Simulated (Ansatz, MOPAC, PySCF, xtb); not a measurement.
Dimer: CH4 (SMILES C) (first 5 atoms) with CH5N (SMILES CN); geometry from B3LYP-D3(BJ)/def2-TZVP, rigid monomers moved along the line of their centres of mass till H3···N7 is 2.34 Å.
(charge 0, multiplicity 1):
```tsv
atom	x (Å)	y (Å)	z (Å)
C	0.0653	0.0200	0.0701
H	0.9332	-0.6372	0.0123
H	-0.4657	-0.1539	1.0059
H	0.3982	1.0570	0.0235
H	-0.5943	-0.1827	-0.7734
C	0.4986	0.0805	3.5462
N	-0.8848	-0.3268	3.3036
H	0.6684	1.0595	3.0956
H	1.1712	-0.6216	3.0514
H	0.7874	0.1391	4.6042
H	-1.5328	0.3184	3.7387
H	-1.0664	-1.2415	3.6985
```

Interaction energies are E(AB) − E(A) − E(B) at the monomers' geometry in the complex; basis-set methods are counterpoise corrected. Rows marked so take none.

Rows in 3-21G carry no dispersion term and start afresh at each structure. The state that PM7 reach isn't checked; PM7 holds dispersion and hydrogen-bond terms.

The values were computed with Ansatz (a first-principles code) with Gaussian orbitals; MOPAC for PM7 (differences of heats of formation); PySCF for 3-21G rows; xtb for the GFN methods. Values without a source in brackets are computed.

One of these levels gives -51.8 meV for the interaction energy. Which one is it?
A) r2SCAN/def2-TZVPPD
B) PM7
C) B3LYP/3-21G (no counterpoise)
D) GFN1-xTB

D, GFN1-xTB. The others give -37.4 (PM7), -11.7 (r2SCAN/def2-TZVPPD), -136.5 (B3LYP/3-21G (no counterpoise))
